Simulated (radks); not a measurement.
Values are calculated unless marked as measured or tabulated.
Q: These are the eigenvalues of the occupied orbitals of an atom or ion with whole-number occupations (eV). Code: a radial shooting solver on a logarithmic mesh with Libxc functionals. Model: Dirac Kohn-Sham, BLYP, spin-unpolarised, spherical densities, finite nucleus; Fermi nuclear charge, rms radius of each element as measured or else 0.836 A^(1/3) + 0.57 fm.

1s1/2: -21346.75
2s1/2: -3452.023
2p1/2: -3222.781
2p3/2: -3104.010
3s1/2: -954.2864
3p1/2: -866.5936
3p3/2: -845.1000
3d3/2: -692.7847
3d5/2: -688.4529

Which element is it, and in what charge state? The configuration may be excited. Open shells, if any, fill j = l - 1/2 first.

A: Z = 43, technetium, charge +17: Tc17+ in [Ar] 3d8. The list shows which subshells hold electrons but not how many an open one holds; the 1s level, -784.48 hartree, gives Z - s = 39.6 by -(Z - s)^2/2, which with screening and relativity narrows Z to a few neighbours, and the depths of the outer levels then fix element, charge and occupations together.
